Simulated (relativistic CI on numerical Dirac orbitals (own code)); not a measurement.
## Co3+ in a cubic cluster: 2p photoemission with charge transfer

Computed with a charge-transfer multiplet model of a cubic metal-ligand cluster with up to 2 ligand holes, Slater and spin-orbit integrals from Dirac-Coulomb-Breit ions, Slater integrals scaled by 0.8. The ground state mixes d6 with configurations of k ligand holes L, whose averages lie at kΔ + k(k − 1)U_dd/2; a core hole lowers each added d electron by U_cd. 20 K, Lorentzian 0.6 eV and Gaussian 0.8 eV FWHM.

Atomic integrals in eV (Slater integrals scaled, ζ unscaled), ground: F2dd 10.085, F4dd 6.299, zeta_d 0.071; with the core hole: F2dd 11.456, F4dd 7.196, zeta_d 0.102, zeta_core 9.658, F2cd 6.863, G1cd 5.283, G3cd 3.006.

Cluster parameters (eV): Δ = -0.3, U_dd = 5.7, U_cd = 6.6, 10Dq = 1.85, 10Dq(ligand) = 1.1, final-state hopping factor = 1.

```
                              Case   n_d    d6   d7L  d8L2     S
V(eg) = 1.25 eV, V(t2g) = -0.66 eV  6.71  0.36  0.57  0.07  0.05
V(eg) = 1.55 eV, V(t2g) = -0.81 eV  6.75  0.34  0.57  0.09  0.04
V(eg) = 1.85 eV, V(t2g) = -0.97 eV  6.78  0.33  0.57  0.11  0.03
```

Weights, n_d and S are thermal averages at 20 K. Binding energies count from the first peak over 30 % of the highest in each spectrum, which can be another peak from case to case. The parameters are a model scan and need not match a compound or its usual spin state. Peaks in eV (height, largest 100):
- V(eg) = 1.25 eV, V(t2g) = -0.66 eV: 0.0 (100), 4.0 (38), 7.8 (24), 12.0 (18), 15.3 (48), 18.9 (16), 21.2 (11), 22.4 (14), 26.9 (7)
- V(eg) = 1.55 eV, V(t2g) = -0.81 eV: 0.0 (100), 4.2 (22), 6.8 (12), 8.8 (17), 13.3 (11), 15.3 (47), 19.5 (9), 23.4 (10)
- V(eg) = 1.85 eV, V(t2g) = -0.97 eV: 0.0 (100), 3.2 (16), 9.8 (13), 15.2 (48), 16.7 (16), 20.0 (5), 24.4 (8)

For the case V(eg) = 1.85 eV, V(t2g) = -0.97 eV, Δ = -0.3 eV is smaller than U_dd = 5.7 eV, the charge-transfer side of the Zaanen-Sawatzky-Allen scheme (negative Δ: between configuration averages a ligand hole costs less than the nominal valence; multiplet and field energies can change this for the lowest states). With the core hole the average of the configuration with one ligand hole lies at Δ − U_cd = -6.9 eV before mixing: it lies below the unscreened one, so the lowest final states are mostly screened and the unscreened weight appears at higher binding energy as a satellite.

With at most 2 ligand holes the space is cut while the next configuration still counts, so covalency is underestimated, and a final configuration with one more ligand hole, which can lie low, is missing from the spectra.
